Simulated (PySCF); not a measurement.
Mg(F)(SeH) (FHMgSe), SMILES [SeH][Mg][F].

Geometry optimised at PBE-D3(BJ)/def2-TZVP. Other conformers were not sampled.

These are PySCF with PBE-D3(BJ)/def2-TZVP values and carry that method's errors.

Frequencies are harmonic and unscaled.

```json
[
 {"mode": "1", "ν (cm⁻¹)": "112", "IR (km/mol)": "57.0", "moving atoms (share of kinetic energy)": "Mg 65 %, F 29 %"},
 {"mode": "2", "ν (cm⁻¹)": "122", "IR (km/mol)": "54.8", "moving atoms (share of kinetic energy)": "Mg 68 %, F 29 %"},
 {"mode": "3", "ν (cm⁻¹)": "277", "IR (km/mol)": "2.2", "moving atoms (share of kinetic energy)": "F 39 %, Se 34 %, Mg 27 %"},
 {"mode": "4", "ν (cm⁻¹)": "480", "IR (km/mol)": "2.8", "moving atoms (share of kinetic energy)": "H 95 %"},
 {"mode": "5", "ν (cm⁻¹)": "732", "IR (km/mol)": "117.9", "moving atoms (share of kinetic energy)": "Mg 53 %, F 46 %"},
 {"mode": "6", "ν (cm⁻¹)": "2335", "IR (km/mol)": "9.9", "moving atoms (share of kinetic energy)": "H 99 %"}
]
```
